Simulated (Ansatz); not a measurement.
Ideal-gas functions of `[CH3][Sn]([F])([F])[SH]` at 600 K and 1 bar, from an Ansatz frequency run at PBE0-D4/def2-TZVP.

Molar mass 204.82 g/mol, point group Cs (symmetry number 1), electronic degeneracy 1, moments of inertia 183.113, 293.568, 308.747 u Å². Harmonic wavenumbers (cm⁻¹, unscaled): 37, 53, 104, 134, 151, 170, 184, 371, 553, 625, 628, 698, 787, 791, 1230, 1445, 1447, 2705, 3080, 3187, 3188.

Use S(trans) = R[1.5 ln M + 2.5 ln T − 1.1517]; rotational temperatures θ = 24.2544 K / I; S(rot) = R[ln(√π/σ · √(T³/θAθBθC)) + 1.5]; for each mode x = 1.438777 ν̃/T, S = R[x/(eˣ − 1) − ln(1 − e⁻ˣ)] and H = RT x/(eˣ − 1); 1 cm⁻¹ = 0.0119627 kJ/mol; R = 8.31446 J/(mol·K).

By hand: the entropy, in J/(mol·K).

Translation 189.8. Rotation: θ = 0.1325, 0.0826, 0.0786 K, giving 126.4. Vibration, mode by mode: 28.46, 25.47, 19.88, 17.79, 16.81, 15.83, 15.18, 9.56, 6.55, 5.69, 5.65, 4.94, 4.17, 4.14, 1.80, 1.19, 1.19, 0.09, 0.04, 0.03, 0.03, in all 184.5. Electronic 0.0. Sum 500.7 J/(mol·K).

By hand: H − E and G − E in kJ/mol, counted from the electronic energy.

Zero-point energy ½ × 21568 × 0.0119627 = 129.0; thermal vibration 47.3; translation, rotation and pV give 4 RT = 20.0. H − E = 196.3 kJ/mol, and G − E = 196.3 − 600 × 500.7/1000 = -104.1 kJ/mol.

Vibration gives 37 % of the entropy, 91.6 J/(mol·K) of it from the modes under 150 cm⁻¹: soft modes count most, and the harmonic formula is weakest for them. The sum counts one conformer and one mirror image; others add a mixing term.
